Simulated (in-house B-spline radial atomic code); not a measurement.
**Cu⁺: [Ne] 3s2 3p5 3d10 6d1 (an excited or competing configuration)**

Method: Dirac-Hartree-Fock, average of configuration, Fermi nucleus of rms radius 3.8823 fm. Calculated with an all-electron radial atomic-structure program (B-spline basis).

Screening seen three ways: the hydrogenic charge with the same mean radius, Z_r = [3n² - l(l+1)]/(2<r>), the one with the same energy, Z_e = n√(-2ε), and Slater's rules. Values are occupation-weighted means over j.

| shell | electrons | ε (eV) | <r> (bohr) | Z_r | Z_e | Slater |
| --- | --- | --- | --- | --- | --- | --- |
| 1s | 2 | -9082.6 | 0.0521 | 28.79 | 25.84 | 28.70 |
| 2s | 2 | -1161.3 | 0.2338 | 25.67 | 18.48 | 24.85 |
| 2p | 6 | -1002 | 0.2063 | 24.24 | 17.16 | 24.85 |
| 3s | 2 | -164.14 | 0.7096 | 19.02 | 10.42 | 18.10 |
| 3p | 5 | -117.78 | 0.7437 | 16.81 | 8.83 | 18.10 |
| 3d | 10 | -38.077 | 0.8995 | 11.67 | 5.02 | 8.85 |
| 6d | 1 | -2.1051 | 17.95 | 2.84 | 2.36 | 2.00 |

The least bound orbital is 6d5/2 at -2.105 eV, and it is also the most diffuse (<r> = 17.96 bohr). The part-filled 3p shell lies below the filled 3d shell in orbital energy.

Spin-orbit splittings of the orbital energies (j = l + 1/2 above j = l - 1/2 when positive): 2p 20.81 eV, 3p 2.77 eV, 3d 0.3546 eV, 6d 0.001386 eV.

For the 1s electron the small component carries 1.09 % of the norm, the zero-frequency Breit interaction raises the level by 11.78 eV, self-energy by 5.993 eV, and vacuum polarisation lowers it by 0.5443 eV.
